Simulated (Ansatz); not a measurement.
Species: ZrOF, charge 0, multiplicity 2. SMILES: [O]=[Zr][F]
Geometry from a B3LYP-D3(BJ)/def2-TZVP (Ansatz, a program for electronic structure) optimisation:
```
Zr
O 1 1.7392
F 1 1.9208 2 108.44
```
Charge 0, spin multiplicity 2.

Wanted: vertical ionisation energy to the singlet, in eV. Set-up: no dispersion term unless named; STO-3G and 3-21G all-electron and non-relativistic; def2 sets with scalar-relativistic core potentials past Kr; six Cartesian d functions in 6-31G* and its kin unless marked 5d; each state is the SCF solution reached for its charge and spin; LANL2DZ with its own core potentials from Na on; frozen cores in correlated levels (noble-gas shells and the d and f shells of earlier blocks); open shells spin-unrestricted; no spin-orbit coupling. Ab initio and DFT rows: single points at B3LYP-D3(BJ) geometries (Ansatz). A UHF reference is markedly spin-contaminated in at least one set, which strains HF and MP2.

| level | program | vertical ionisation energy to the singlet (eV) |
|---|---|---|
| HF/6-31G* with LANL2DZ past Ar | Ansatz | 7.07 |
| PBE/6-31G* with LANL2DZ past Ar | Ansatz | 7.18 |
| B3LYP/STO-3G | Ansatz | 4.78 |
| B3LYP/3-21G | Ansatz | 7.04 |
| B3LYP/6-31G* with LANL2DZ past Ar | Ansatz | 7.38 |
| MP2/6-31G* with LANL2DZ past Ar | Ansatz | 6.45 |
| B3LYP/def2-TZVPD | Ansatz | 7.49 |
| PBE0/def2-TZVPD | Ansatz | 7.37 |

No value to compare with is used here. The 6 habitual levels span 4.78 (B3LYP/STO-3G) to 7.38 eV (B3LYP/6-31G* with LANL2DZ past Ar); B3LYP/def2-TZVPD gives 7.49.

The levels are drawn from those run, B3LYP/6-31G* more often than the rest, none by its result; left out are runs that failed, that the program found above a lower state of the same kind, or whose <S^2> lies over 0.5 above the pure value.
